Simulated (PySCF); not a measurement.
Cl2GeH4OSi, SMILES Cl[SiH](Cl)[O][GeH3]. Geometry optimised at r2SCAN-D4/def2-SVP. The structure was generated by enumeration, and PubChem lists no compound with its InChIKey, so it may never have been made. The values are those of a single conformer.

Computed equilibrium geometry at r2SCAN-D4/def2-SVP (PySCF confirms it by a frequency run) as a Z-matrix (one conformer of several):
```
O
Si 1 1.6290
H 2 1.4738 1 110.32
Ge 1 1.8015 2 132.94 3 -168.41
H 4 1.5290 1 104.86 2 -145.61
H 4 1.5311 5 112.29 1 115.65
H 4 1.5334 5 112.29 6 127.30
Cl 2 2.0637 3 109.31 1 121.64
Cl 2 2.0682 3 109.58 1 -120.85
```
Charge 0, spin multiplicity 1.
